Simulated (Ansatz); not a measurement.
Gas-phase electronic energies from Ansatz, PBE0-D4/def2-TZVP geometries. CCSD(T)/CBS is the MP2 limit (def2-TZVPP, def2-QZVPP) plus CCSD(T) − MP2 in def2-TZVPP, frozen cores. This one scheme is used for every species. Functionals use def2-TZVPP. def2 core potentials past Kr. For Sn outer-core shells are correlated without core-valence functions, which leaves a few kJ/mol of doubt a bond.

Reaction (hydrogenolysis of the Sn–C bond): `N#[C][Sn]([Cl])([Cl])[Cl]` + H₂ → `[Cl][SnH]([Cl])[Cl]` + `C#N`

| level | ΔE (kJ/mol) |
| --- | --- |
| PBE-D4 | -23.1 |
| r2SCAN-D4 | -23.4 |
| r2SCANh-D4 | -25.2 |
| B2PLYP | -25.0 |
| PBE-QIDH | -24.2 |
| HF/def2-SVP | -49.8 |
| CCSD(T)/def2-SVP | -25.0 |
| MP2/def2-QZVPP | -11.0 |

Task: What does CCSD(T)/CBS give? (Estimate.)

Result: The calculation gave: -18.8 kJ/mol. The listed levels differ from it by -4.3, -4.6, -6.4, -6.2, -5.4, -31.0, -6.2, 7.8 kJ/mol.

Task: What do rigid-rotor, harmonic-oscillator terms from PBE0-D4/def2-TZVP frequencies (298.15 K, 1 bar) make of the CCSD(T)/CBS value? (Best estimate.)

Result: Ansatz gave: ΔZPE = +14.4 kJ/mol, ΔH = -10.1 kJ/mol, ΔS = 20 J/(mol·K), ΔG = -16.1 kJ/mol.

Largest T1 diagnostic among the species: 0.014.

Leaving LDA and LC-ωPBE aside and taking each functional with its dispersion term where it has one, the values, not all of them listed here, spread over 12.3 kJ/mol, from B97M-V to revPBE-D4. LDA lies −6.2 kJ/mol from PBE without D4. From r2SCAN to r2SCAN0 (25 % exact exchange), in def2-TZVPP and without D4, ΔE moves by −4.5 kJ/mol. The D4 term adds +9.0 kJ/mol with B3LYP and +5.2 kJ/mol with PBE0; it sums over pairs of atoms, weighted by their polarisabilities, and B3LYP, whose exchange is more repulsive, gets the larger term.

B3LYP here is the variant with VWN-RPA as its local correlation; programs differ in this.
